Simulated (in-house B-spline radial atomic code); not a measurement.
Inner levels of promethium as electrons are removed. A shift is the extra binding of the orbital against the neutral atom ([Xe] 4f5 6s2). The density at the nucleus is averaged over the nuclear charge. Computed with an all-electron radial atomic-structure program (B-spline basis): Dirac-Hartree-Fock, average of the configuration, finite nuclei.

```csv
ion,configuration,shift of 3s1/2 (eV),shift of 2p1/2 (eV),shift of 2s1/2 (eV),radius of 3s1/2 (bohr),radius of 2p1/2 (bohr),radius of 2s1/2 (bohr),Σ<r²> (bohr²),change of density at nucleus (bohr⁻³)
Pm35+,[Ar] 3d8,1366.62,1509.41,1499.84,0.25177,0.082188,0.097988,1.1195,-1776.33
Pm36+,[Ar] 3d7,1459.23,1632.79,1622.03,0.25027,0.082116,0.09791,1.0442,-1539.1
Pm37+,[Ar] 3d6,1553.03,1758.33,1746.29,0.24878,0.08204,0.09783,0.97184,-1295.33
Pm38+,[Ar] 3d5,1648.01,1886.03,1872.62,0.2473,0.081961,0.097746,0.90216,-1045.04
Pm39+,[Ar] 3d4,1744.16,2015.86,2000.99,0.24583,0.081878,0.097658,0.83508,-788.16
Pm40+,[Ar] 3d3,1841.48,2147.84,2131.4,0.24436,0.081793,0.097567,0.77047,-524.72
Pm41+,[Ar] 3d2,1939.96,2281.94,2263.84,0.24291,0.081704,0.097473,0.70821,-254.68
Pm42+,[Ar] 3d1,?,?,?,?,?,?,?,?
Pm43+,[Ne] 3s2 3p6,?,?,?,?,?,?,?,?
Pm44+,[Ne] 3s2 3p5,2230.53,2686.85,2662.3,0.23891,0.081505,0.097163,0.52144,544.6
Pm45+,[Ne] 3s2 3p4,2321.44,2818.67,2791.19,0.2378,0.081409,0.09705,0.45419,787.11
Pm46+,[Ne] 3s2 3p3,?,?,?,?,?,?,?,?
Pm47+,[Ne] 3s2 3p2,2505.6,3086.63,3053.02,0.23561,0.081212,0.096816,0.32441,1281.48
Pm48+,[Ne] 3s2 3p1,2598.84,3222.77,3185.95,0.23452,0.08111,0.096696,0.26179,1533.31
Pm49+,[Ne] 3s2,2692.87,3360.35,3320.23,0.23345,0.081006,0.096574,0.20063,1788.18
```

Question: Fill in the row of Pm42+.

Answer: shift of 3s1/2 (eV): 2039.6; shift of 2p1/2 (eV): 2418.16; shift of 2s1/2 (eV): 2398.3; radius of 3s1/2 (bohr): 0.24147; radius of 2p1/2 (bohr): 0.081613; radius of 2s1/2 (bohr): 0.097375; Σ<r²> (bohr²): 0.6482; change of density at nucleus (bohr⁻³): 21.972.

Question: Fill in the row of Pm43+.

Answer: shift of 3s1/2 (eV): 2140.4; shift of 2p1/2 (eV): 2556.5; shift of 2s1/2 (eV): 2534.76; radius of 3s1/2 (bohr): 0.24003; radius of 2p1/2 (bohr): 0.081518; radius of 2s1/2 (bohr): 0.097274; Σ<r²> (bohr²): 0.59033; change of density at nucleus (bohr⁻³): 305.26.

Question: Fill in the row of Pm46+.

Answer: shift of 3s1/2 (eV): 2413.13; shift of 2p1/2 (eV): 2951.93; shift of 2s1/2 (eV): 2921.43; radius of 3s1/2 (bohr): 0.2367; radius of 2p1/2 (bohr): 0.081312; radius of 2s1/2 (bohr): 0.096934; Σ<r²> (bohr²): 0.38853; change of density at nucleus (bohr⁻³): 1032.74.
